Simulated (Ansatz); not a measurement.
Isolated molecules relaxed with PBE0-D4/def2-TZVP in Ansatz; ΔE leaves out vibrations. CCSD(T)/CBS is the MP2 limit (def2-TZVPP, def2-QZVPP) plus CCSD(T) − MP2 in def2-TZVPP, frozen cores. This one scheme is used for every species. Functionals use def2-TZVPP. For Ge outer-core shells are correlated without core-valence functions, which leaves a few kJ/mol of doubt a bond. Scalar relativity is left out up to krypton. Each species was taken in one conformer, which may not be the lowest.

Reaction (ligand exchange at a Ge–Cl bond): `N[SiH2][GeH2][Cl]` + H₂S → `N[SiH2][GeH2][SH]` + HCl

**Question.** Is it downhill or uphill in electronic energy at CCSD(T)/CBS, and by how much? (An estimate is asked.)

**Answer.** The calculation gave: Uphill: ΔE = +28.5 kJ/mol.

**Question.** What do these levels give: LDA (SPW92), B97M-V, BHLYP-D4, ωB97X-V, BLYP, r2SCANh, HF/def2-TZVPP, CCSD/def2-TZVPP, HF/def2-QZVPP, MP2/def2-QZVPP, SCS-MP2/def2-QZVPP, MP2/CBS(def2)? (Best estimate.)

**Answer.** Computed: LDA (SPW92) 26.3, B97M-V 34.1, BHLYP-D4 34.8, ωB97X-V 33.2, BLYP 34.9, r2SCANh 31.8, HF/def2-TZVPP 41.4, CCSD/def2-TZVPP 29.5, HF/def2-QZVPP 41.9, MP2/def2-QZVPP 27.7, SCS-MP2/def2-QZVPP 30.8, MP2/CBS(def2) 27.8 kJ/mol.

Largest T1 diagnostic among the species: 0.011.

Leaving LDA and LC-ωPBE aside and taking each functional with its dispersion term where it has one, the values, not all of them listed here, spread over 6.4 kJ/mol, from PBE-D4 to BHLYP-D4. LDA lies −3.1 kJ/mol from PBE without D4. In def2-TZVPP, CCSD(T) changes the Hartree–Fock value by −13.4 kJ/mol (the triples alone add −1.5 kJ/mol) and MP2 by −14.2 kJ/mol.
